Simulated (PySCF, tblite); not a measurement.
Isomers of C5H9NO2Si, one GFN2-xTB conformer each. Single-point energies are computed at PBE0/pcSseg-1 (PySCF, gas phase, no added dispersion term), electronic only.

| SMILES | GFN2-xTB relative energy (kJ/mol) |
| --- | --- |
| CCc1nocc1O[SiH3] | 77.0 |
| CC(=O)N[Si@H]1C=CCO1 | 0.0 |
| C=CO[SiH2]CC(=O)N=C | 167.1 |
| CO/C(C#N)=C/O[SiH2]C | 198.1 |
| CO[Si@@H](O)[C@H]1C[C@@H]1C#N | 61.1 |

Conformers: `[CH3:1][CH2:2][c:3]1[n:4][o:5][cH:6][c:7]1[O:8][SiH3:9]` with C1–C2–C3–N4 -115°, C6–C7–O8–Si9 -1°; `[CH3:1][C:2](=[O:3])[NH:4][Si@H:5]1[CH:6]=[CH:7][CH2:8][O:9]1` with C1–C2–N4–Si5 175°, C2–N4–Si5–C6 81°, N4–Si5–C6–C7 116°, C6–C7–C8–O9 -6°, C7–C8–O9–Si5 12°, N4–Si5–O9–C8 -133°; `[CH2:1]=[CH:2][O:3][SiH2:4][CH2:5][C:6](=[O:7])[N:8]=[CH2:9]` with C1–C2–O3–Si4 0°, C2–O3–Si4–C5 180°, O3–Si4–C5–C6 176°, Si4–C5–C6–O7 80°, C5–C6–N8–C9 -110°; `[CH3:1][O:2]/[C:3]([C:4]#[N:5])=[CH:6]/[O:7][SiH2:8][CH3:9]` with C1–O2–C3–C4 2°, C3–C6–O7–Si8 1°, C6–O7–Si8–C9 179°; `[CH3:1][O:2][Si@@H:3]([OH:4])[C@H:5]1[CH2:6][C@@H:7]1[C:8]#[N:9]` with C1–O2–Si3–O4 -176°, O2–Si3–O4–H -37°, O2–Si3–C5–C6 -151°.

**Question.** What does PBE0/pcSseg-1 give for the same structures?

**Answer.** 
| SMILES | PBE0/pcSseg-1 E (Eh) | PBE0/pcSseg-1 (kJ/mol) | GFN2-xTB (kJ/mol) | point group |
| --- | --- | --- | --- | --- |
| CC(=O)N[Si@H]1C=CCO1 | -690.07764 | 0.0 | 0.0 | C1 |
| CO[Si@@H](O)[C@H]1C[C@@H]1C#N | -690.04442 | 87.2 | 61.1 | C1 |
| C=CO[SiH2]CC(=O)N=C | -689.98837 | 234.4 | 167.1 | C1 |
| CO/C(C#N)=C/O[SiH2]C | -689.97646 | 265.6 | 198.1 | – |
| CCc1nocc1O[SiH3] | -689.96992 | 282.8 | 77.0 | C1 |

Both levels put the same isomer lowest; measured from each level's own lowest isomer, the values differ by up to 205.8 kJ/mol (CCc1nocc1O[SiH3]: 77.0 against 282.8). As drawn, the lowest has a C=O bond, an N–H bond and a C(=O)–N unit, which the highest lacks; the highest has an aromatic ring and an N–O linkage, which the lowest lacks.

**Question.** Which frontier levels, dipoles and rotational constants go with these structures?

**Answer.** 
```
                       SMILES  HOMO (eV, PBE0/pcSseg-1)  LUMO (eV)  dipole (D)       A, B, C (MHz)
         CC(=O)N[Si@H]1C=CCO1                     -7.49      -0.18        2.93  3783, 805.7, 729.5
CO[Si@@H](O)[C@H]1C[C@@H]1C#N                     -8.10       0.51        4.58  2082, 859.2, 687.4
          C=CO[SiH2]CC(=O)N=C                     -7.12      -1.17        3.21  3932, 563.2, 540.0
         CO/C(C#N)=C/O[SiH2]C                     -6.46      -0.98        1.73  3374, 702.9, 590.0
             CCc1nocc1O[SiH3]                     -7.06      -0.21        3.51   1894, 1079, 724.7
```

**Question.** What happens when harmonic zero-point energies from GFN2-xTB frequencies are added?

**Answer.** 
| SMILES | ZPE (kJ/mol) | electronic (kJ/mol) | with ZPE (kJ/mol) |
| --- | --- | --- | --- |
| CC(=O)N[Si@H]1C=CCO1 | 354.0 | 0.0 | 0.0 |
| CO[Si@@H](O)[C@H]1C[C@@H]1C#N | 349.4 | 87.2 | 82.6 |
| C=CO[SiH2]CC(=O)N=C | 337.5 | 234.4 | 217.9 |
| CO/C(C#N)=C/O[SiH2]C | 338.3 | 265.6 | 250.0 |
| CCc1nocc1O[SiH3] | 343.7 | 282.8 | 272.5 |

The zero-point energies span 16.5 kJ/mol. The order is unchanged.
